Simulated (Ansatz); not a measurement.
Ansatz (a program for electronic structure) input (B3LYP-D3(BJ)/def2-TZVP):

Ansatz 0.2 input:
```yaml
crystal:
  periodic: [false, false, false]
  atoms:
    - {symbol: Br, position_ang: [-1.73890709, -0.06439448, 0.01429073]}
    - {symbol: B, position_ang: [0.00112309, -0.02017446, -0.01875624]}
    - {symbol: Br, position_ang: [1.74105179, 0.02410204, -0.05188391]}
basis:
  gaussian:
    orbitals: def2-TZVP
hamiltonian:
  xc: b3lyp
  dispersion: d3bj
total_charge: 1
relax: {f_tol: 0.002, max_steps: 150}
```

End of the output:

```
the calculation of the forces begins
reference -140763.26058611 eV, -5172.9544137747 hartree; 37, 37 occupied and 90, 90 virtual orbitals, 995 factors
relax step   4: F+E_penalty+E_count = -140763.41740156 eV  Δ(F+E_penalty+E_count) = -2.973e-6 eV  max|allowed force component| = 6.838e-5 eV/Å  Δτ_max = 0.0003 Å  (33 SCF iters, accepted)
integrals: 0.05 GiB planned
995 factors; their error is unknown
mean field: 0.52 GiB planned
mean field evaluation 64: about -140763.2604 eV, gradient 3.9e-6 eV
mean field -140763.26038037 eV, -5172.9544062140 hartree, gradient 3.9e-6 eV, S^2 0.000000; 1 other end points of the search recorded, 0 dependent functions left out
the calculation of the forces begins
reference -140763.26058611 eV, -5172.9544137747 hartree; 37, 37 occupied and 90, 90 virtual orbitals, 995 factors
Total energy: -140763.41760730 eV, -5172.9601841969 hartree
Atom 0 at    -1.764569    -0.065056     0.014791 Å, force    -0.000062    -0.000007     0.000008 eV/Å
Atom 1 at     0.001089    -0.020158    -0.018780 Å, force    -0.000007     0.000010    -0.000014 eV/Å
Atom 2 at     1.766748     0.024747    -0.052360 Å, force     0.000068    -0.000003     0.000006 eV/Å
Dipole moment:     0.000000    -0.000001     0.000001 e Å
```
